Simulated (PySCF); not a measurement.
F2O (SMILES FOF), singlet, at a GFN2-xTB geometry. Base run: PBE0/6-31G* (PySCF).

Here is a job for PySCF.
```python
from pyscf import gto, scf, dft, solvent

mol = gto.Mole()
mol.atom = '''
    F     0.01888970    1.09187156   -0.24723650
    O    -0.02243225   -0.00276003    0.56897714
    F     0.00105008   -1.08941820   -0.25852096
'''
mol.basis = '6-31g*'
mol.verbose = 4
mol.build()

mf = dft.RKS(mol)
mf.xc = 'pbe0'
mf.kernel()
```

Base: dipole (D) 0.13; HOMO-LUMO gap (eV) 7.87.

A changed run: ΔE vs base (kcal/mol) -0.323; dipole (D) 0.16; HOMO-LUMO gap (eV) 7.88.

Q: Which change was made?
A. model = COSMO; solvent = dimethylsulfoxide
B. model = IEF-PCM; solvent = dimethylsulfoxide; vdw_scale = 1.1
C. model = IEF-PCM; solvent = dimethylsulfoxide; lebedev_order = 41
D. model = IEF-PCM; solvent = dimethylsulfoxide; vdw_scale = 1.4
E. model = SS(V)PE; solvent = dimethylsulfoxide

A: B, model = IEF-PCM; solvent = dimethylsulfoxide; vdw_scale = 1.1

The base is the gas phase, so ΔE is the electrostatic part of solvation at a fixed geometry, without cavity and dispersion terms.
